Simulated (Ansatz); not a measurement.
System: CH7OSi2, charge 0, multiplicity 2. It need not be the lowest isomer of its formula. 
Coordinates optimised at B3LYP-D3(BJ)/def2-TZVP (Ansatz, a quantum-chemistry and plane-wave program):
```
Si
O 1 1.6472
Si 2 1.6386 1 147.85
H 1 1.4827 2 108.75 3 75.60
H 1 1.4840 4 108.59 2 118.47
H 3 1.4881 2 107.88 1 167.94
H 3 1.4919 6 110.08 2 119.89
C 1 1.8609 4 110.76 5 121.90
H 8 1.0916 1 110.95 4 -179.79
H 8 1.0916 9 108.23 1 121.86
H 8 1.0928 9 108.12 10 116.89
```
Charge 0, spin multiplicity 2.

Parts of the frozen-core correlation energy in 6-31G (Ansatz, hartree). Frozen orbitals: 12; correlated occupied orbitals by spin: 13 and 12; virtual: 33 and 34. Open shells are spin-unrestricted. No spin-orbit coupling. Non-relativistic.

```json
[
 {"term": "reference (HF)", "value": "-694.54069"},
 {"term": "MP2 opposite-spin", "value": "…"},
 {"term": "MP2 same-spin", "value": "-0.06395"},
 {"term": "CCSD correlation", "value": "…"},
 {"term": "(T)", "value": "…"},
 {"term": "T1 diagnostic", "value": "0.013"},
 {"term": "largest doubles amplitude", "value": "0.018"},
 {"term": "<S^2> of the reference", "value": "0.752"}
]
```

What belongs in the gaps?


- MP2 opposite-spin, value: -0.24326
- CCSD correlation, value: -0.34752
- (T), value: -0.00648
